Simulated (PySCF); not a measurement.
C₃H₉NSi₂, SMILES CC1=N[C@@H]([SiH3])[SiH2]1.

Geometry optimised at PBE-D3(BJ)/def2-SVP. The structure was generated by enumeration; whether it is a known compound was not checked.

The numbers are results of PBE-D3(BJ)/def2-SVP (PySCF), not measurements.

Frequencies are harmonic and unscaled.

```json
[
 {"mode": "1", "ν (cm⁻¹)": "79", "IR (km/mol)": "2.4", "moving atoms (share of kinetic energy)": "C 29 %, H 29 %, Si 25 %, N 18 %"},
 {"mode": "2", "ν (cm⁻¹)": "138", "IR (km/mol)": "0.5", "moving atoms (share of kinetic energy)": "H 42 %, Si 34 %, C 15 %, N 8 %"},
 {"mode": "3", "ν (cm⁻¹)": "151", "IR (km/mol)": "0.2", "moving atoms (share of kinetic energy)": "H 97 %"},
 {"mode": "4", "ν (cm⁻¹)": "156", "IR (km/mol)": "0.2", "moving atoms (share of kinetic energy)": "H 75 %, Si 17 %"},
 {"mode": "5", "ν (cm⁻¹)": "250", "IR (km/mol)": "5.5", "moving atoms (share of kinetic energy)": "H 55 %, C 24 %, N 17 %"},
 {"mode": "6", "ν (cm⁻¹)": "280", "IR (km/mol)": "4.0", "moving atoms (share of kinetic energy)": "C 33 %, H 31 %, Si 23 %, N 14 %"},
 {"mode": "7", "ν (cm⁻¹)": "305", "IR (km/mol)": "9.6", "moving atoms (share of kinetic energy)": "C 33 %, H 31 %, N 24 %, Si 13 %"},
 {"mode": "8", "ν (cm⁻¹)": "472", "IR (km/mol)": "11.1", "moving atoms (share of kinetic energy)": "H 41 %, Si 29 %, C 21 %, N 8 %"},
 {"mode": "9", "ν (cm⁻¹)": "493", "IR (km/mol)": "2.2", "moving atoms (share of kinetic energy)": "Si 42 %, C 26 %, H 26 %"},
 {"mode": "10", "ν (cm⁻¹)": "523", "IR (km/mol)": "5.2", "moving atoms (share of kinetic energy)": "H 78 %, Si 10 %, C 9 %"},
 {"mode": "11", "ν (cm⁻¹)": "563", "IR (km/mol)": "3.2", "moving atoms (share of kinetic energy)": "C 38 %, H 35 %, Si 21 %"},
 {"mode": "12", "ν (cm⁻¹)": "609", "IR (km/mol)": "10.2", "moving atoms (share of kinetic energy)": "H 70 %, C 22 %"},
 {"mode": "13", "ν (cm⁻¹)": "641", "IR (km/mol)": "46.9", "moving atoms (share of kinetic energy)": "H 62 %, C 15 %, N 14 %, Si 9 %"},
 {"mode": "14", "ν (cm⁻¹)": "711", "IR (km/mol)": "51.7", "moving atoms (share of kinetic energy)": "H 70 %, C 17 %, Si 12 %"},
 {"mode": "15", "ν (cm⁻¹)": "746", "IR (km/mol)": "62.5", "moving atoms (share of kinetic energy)": "H 48 %, C 33 %, Si 14 %"},
 {"mode": "16", "ν (cm⁻¹)": "798", "IR (km/mol)": "5.7", "moving atoms (share of kinetic energy)": "H 41 %, C 39 %, N 11 %, Si 9 %"},
 {"mode": "17", "ν (cm⁻¹)": "879", "IR (km/mol)": "255.8", "moving atoms (share of kinetic energy)": "H 83 %, Si 11 %"},
 {"mode": "18", "ν (cm⁻¹)": "896", "IR (km/mol)": "35.1", "moving atoms (share of kinetic energy)": "H 57 %, C 25 %, N 15 %"},
 {"mode": "19", "ν (cm⁻¹)": "906", "IR (km/mol)": "26.4", "moving atoms (share of kinetic energy)": "H 96 %"},
 {"mode": "20", "ν (cm⁻¹)": "910", "IR (km/mol)": "84.5", "moving atoms (share of kinetic energy)": "H 83 %"},
 {"mode": "21", "ν (cm⁻¹)": "916", "IR (km/mol)": "21.8", "moving atoms (share of kinetic energy)": "H 92 %"},
 {"mode": "22", "ν (cm⁻¹)": "973", "IR (km/mol)": "2.3", "moving atoms (share of kinetic energy)": "H 63 %, C 36 %"},
 {"mode": "23", "ν (cm⁻¹)": "993", "IR (km/mol)": "4.7", "moving atoms (share of kinetic energy)": "C 37 %, H 36 %, N 26 %"},
 {"mode": "24", "ν (cm⁻¹)": "1003", "IR (km/mol)": "38.4", "moving atoms (share of kinetic energy)": "H 60 %, C 36 %"},
 {"mode": "25", "ν (cm⁻¹)": "1141", "IR (km/mol)": "2.8", "moving atoms (share of kinetic energy)": "H 77 %, C 20 %"},
 {"mode": "26", "ν (cm⁻¹)": "1203", "IR (km/mol)": "7.2", "moving atoms (share of kinetic energy)": "C 61 %, H 32 %"},
 {"mode": "27", "ν (cm⁻¹)": "1331", "IR (km/mol)": "10.3", "moving atoms (share of kinetic energy)": "H 62 %, C 37 %"},
 {"mode": "28", "ν (cm⁻¹)": "1384", "IR (km/mol)": "16.1", "moving atoms (share of kinetic energy)": "H 95 %"},
 {"mode": "29", "ν (cm⁻¹)": "1388", "IR (km/mol)": "11.7", "moving atoms (share of kinetic energy)": "H 96 %"},
 {"mode": "30", "ν (cm⁻¹)": "1588", "IR (km/mol)": "36.7", "moving atoms (share of kinetic energy)": "C 60 %, N 36 %"},
 {"mode": "31", "ν (cm⁻¹)": "2124", "IR (km/mol)": "120.2", "moving atoms (share of kinetic energy)": "H 97 %"},
 {"mode": "32", "ν (cm⁻¹)": "2145", "IR (km/mol)": "96.6", "moving atoms (share of kinetic energy)": "H 96 %"},
 {"mode": "33", "ν (cm⁻¹)": "2155", "IR (km/mol)": "93.3", "moving atoms (share of kinetic energy)": "H 99 %"},
 {"mode": "34", "ν (cm⁻¹)": "2166", "IR (km/mol)": "98.5", "moving atoms (share of kinetic energy)": "H 96 %"},
 {"mode": "35", "ν (cm⁻¹)": "2171", "IR (km/mol)": "105.3", "moving atoms (share of kinetic energy)": "H 96 %"},
 {"mode": "36", "ν (cm⁻¹)": "2962", "IR (km/mol)": "11.4", "moving atoms (share of kinetic energy)": "H 97 %"},
 {"mode": "37", "ν (cm⁻¹)": "2996", "IR (km/mol)": "5.9", "moving atoms (share of kinetic energy)": "H 92 %"},
 {"mode": "38", "ν (cm⁻¹)": "3043", "IR (km/mol)": "4.3", "moving atoms (share of kinetic energy)": "H 91 %, C 9 %"},
 {"mode": "39", "ν (cm⁻¹)": "3073", "IR (km/mol)": "5.4", "moving atoms (share of kinetic energy)": "H 90 %, C 10 %"}
]
```
